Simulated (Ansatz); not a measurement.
```xyz
13

N    -0.7942   -2.0862    0.8658
Si    0.5452   -1.3061    0.1170
Si    0.0980    0.9870    0.1823
N     0.9463    1.7754   -1.0752
O    -1.5623    1.0086    0.0989
H    -1.7020   -1.6636    0.7509
H    -0.8568   -3.0891    0.9284
H     0.8002   -1.6934   -1.3110
H     1.7971   -1.6517    0.8473
H     0.5224    1.7110    1.4146
H     1.2301    2.7387   -1.0220
H     0.9806    1.4183   -2.0151
H    -2.0045    1.8510    0.2180
```

Total charge 0; spin multiplicity 1.

Problem. List the ωB97M-V/def2-TZVPP orbital energies in eV (the Gaussian-basis code of Ansatz). (Best estimate.)

Solution. Computed: Occupied: -1807.08, -1806.53, -525.89, -394.03, -393.77, -148.04, -147.58, -102.17, -102.15, -102.14, -101.70, -101.69, -101.68, -30.60, -26.38, -26.13, -18.50, -16.97, -16.41, -16.02, -15.77, -13.57, -13.27, -12.83, -11.87, -11.36, -10.28, -9.78, -9.33. Lowest empty: 1.83, 1.85, 2.96, 3.23, 3.52, 3.57, 3.96, 4.29.
